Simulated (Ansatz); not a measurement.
Problem. Predict a relaxed structure of Cu(AsH3)(NH2) (CuAsNH₅), charge 0, singlet, at PBE0-D4/def2-SVP (Ansatz).

Solution. 
```xyz
8

Cu    0.391   -0.450    0.214
As   -0.961    1.101   -0.752
H    -0.359    2.255   -1.523
H    -1.905    1.929    0.091
H    -1.975    0.695   -1.799
N     1.515   -1.729    0.867
H     1.045   -2.441    1.429
H     2.250   -1.360    1.472
```
The metal has 2 neighbours: As 2.27 Å, N 1.82 Å. This is one stationary point.
